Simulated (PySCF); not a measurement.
Job file and geometry (Å, from GFN2-xTB) of an NMR shielding run on `InChI=1S/C2H10B3N/c1-2-5-6(3)4/h5H,2-4H2,1H3`, PySCF, GIAO PBE0/pcSseg-1 NMR shielding, non-relativistic, gas phase; density fitting, a coarse starting grid and PySCF grid level 2 are the driver's defaults:

```
$ OMP_NUM_THREADS=1 python probes_run.py task.json out

{"job": {"kind": "nmr", "xc": "PBE0", "basis": "pcSseg-1"}, "charge": 0, "multiplicity": 1}
B     -1.800279    -1.077762     0.834316
N     -1.376587     0.041335     0.052025
B     -2.335270     1.015700    -0.369183
B      0.003644     0.212743    -0.346732
C      1.201196    -0.447468     0.448360
C      2.542035     0.280712     0.313016
H     -1.050400    -1.939957     1.085233
H     -2.911453    -1.143238     1.193215
H     -3.431275     0.963186     0.035001
H     -2.015076     1.867588    -1.104532
H      0.229077     0.870443    -1.291229
H      0.973495    -0.567011     1.509677
H      1.330909    -1.463452     0.058497
H      3.329248    -0.255151     0.840661
H      2.475292     1.283278     0.729960
H      2.827844     0.367998    -0.732211
```

Problem. What does the program print?

Solution. 
```
coarse grid: 12696 points
cycle   1  E = -211.2079142165  dE =  3.147e-01  |g| = 3.995e-01  |ddm| = 3.241e+00
cycle   2  E = -211.1978456247  dE =  1.007e-02  |g| = 4.675e-01  |ddm| = 6.781e-01
cycle   3  E = -211.2497971964  dE = -5.195e-02  |g| = 5.500e-02  |ddm| = 3.652e-01
cycle   4  E = -211.2502488764  dE = -4.517e-04  |g| = 3.095e-02  |ddm| = 4.835e-02
cycle   5  E = -211.2504595464  dE = -2.107e-04  |g| = 4.017e-03  |ddm| = 2.272e-02
cycle   6  E = -211.2504638109  dE = -4.264e-06  |g| = 8.905e-04  |ddm| = 4.826e-03
final grid: 120752 points
cycle   7  E = -211.2805131035  dE = -4.588e-05  |g| = 8.345e-03  |ddm| = 2.856e-02
cycle   8  E = -211.2805049666  dE =  8.137e-06  |g| = 1.043e-02  |ddm| = 1.494e-02
cycle   9  E = -211.2805305157  dE = -2.555e-05  |g| = 1.093e-03  |ddm| = 7.637e-03
cycle  10  E = -211.2805307654  dE = -2.497e-07  |g| = 2.705e-04  |ddm| = 7.743e-04
cycle  11  E = -211.2805307814  dE = -1.608e-08  |g| = 6.034e-05  |ddm| = 2.484e-04
cycle  12  E = -211.2805307826  dE = -1.101e-09  |g| = 9.482e-06  |ddm| = 8.217e-05
cycle  13  E = -211.2805307826  dE = -2.262e-11  |g| = 2.257e-06  |ddm| = 1.065e-05
converged SCF energy = -211.2805307826

GIAO shielding tensors (ppm)
atom      isotropic    diamagn.    paramagn.     s11        s22        s33       span
  0 B       41.372     196.472    -155.100    -14.715     27.430    111.401    126.115
  1 N       24.284     324.566    -300.282   -116.305    -94.895    284.052    400.357
  2 B       39.136     194.263    -155.127    -14.603     27.643    104.369    118.972
  3 B       31.129     194.839    -163.710    -34.086     33.162     94.311    128.397
  4 C      163.570     254.361     -90.791    153.786    163.827    173.096     19.311
  5 C      174.442     244.948     -70.506    163.446    174.546    185.334     21.889
  6 H       25.564      31.857      -6.293     21.418     25.616     29.658      8.240
  7 H       25.600      30.766      -5.166     23.539     26.291     26.969      3.430
  8 H       25.595      29.927      -4.332     23.286     26.452     27.047      3.762
  9 H       25.614      30.251      -4.638     22.597     26.333     27.911      5.313
 10 H       25.154      32.613      -7.459     21.060     25.434     28.967      7.907
 11 H       30.467      33.811      -3.343     25.432     30.721     35.250      9.818
 12 H       30.419      32.509      -2.090     25.295     30.164     35.798     10.503
 13 H       30.337      27.949       2.388     25.563     28.522     36.925     11.363
 14 H       30.588      29.650       0.938     26.581     28.513     36.669     10.089
 15 H       30.239      29.340       0.900     26.473     27.869     36.376      9.903
```

Size and cost of the density-fitted run: 152 basis functions, 23 s wall time on 1 thread of an Arm Neoverse V1, shared host; peak memory 0.71 GiB.
